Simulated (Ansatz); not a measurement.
Coupled-cluster diagnostics for GeMe4 (C₄H₁₂Ge), Ansatz.

Geometry of the singlet (PBE-D4/def2-SVP):

```xyz
17

Ge    0.0000    0.0000    0.0000
C    -1.2305    0.9297    1.2308
H    -1.3469    0.3588    2.1738
H    -2.2320    1.0456    0.7701
H    -0.8456    1.9385    1.4817
C     0.1753    1.0422   -1.6663
H     0.8661    0.5392   -2.3724
H     0.5729    2.0551   -1.4550
H    -0.8088    1.1532   -2.1643
C    -0.7152   -1.7912   -0.4166
H    -0.0405   -2.3307   -1.1112
H    -1.7130   -1.7136   -0.8932
H    -0.8181   -2.3963    0.5064
C     1.7705   -0.1807    0.8521
H     1.6947   -0.7612    1.7934
H     2.1932    0.8154    1.0924
H     2.4781   -0.7041    0.1783
```

Correlated methods freeze 13 core orbitals; core or outer-core shells of Ge are correlated, in sets that lack core-valence functions.

**Question.** Estimate the CCSD(T) correlation energy, the shares of MP2 and (T), T1 and the reference's ⟨S²⟩ for: charge 0, singlet, own geometry in def2-SVP; charge 1, doublet, vertical in def2-SVP; and the rough time on 2 threads of AMD EPYC 7R13 on a shared host and a share (18 GiB) of an NVIDIA H100 80GB HBM3.

**Answer.** 
| state | basis | correlation (eV) | MP2 share (%) | (T) share (%) | T1 | ⟨S²⟩ (pure) | wall time |
| --- | --- | --- | --- | --- | --- | --- | --- |
| charge 0, singlet, own geometry | def2-SVP | -24.855 | 90.2 | 2.8 | 0.008 | 0.00 (0.00) | 7.5 s |
| charge 1, doublet, vertical | def2-SVP | -24.218 | 89.5 | 3.0 | 0.014 | 0.76 (0.75) | 9.5 s |
Customary marks for T1 are 0.02 (closed shells), 0.045 (open shells) and about 0.05 (3d metals). T1 stays under 0.02 throughout.
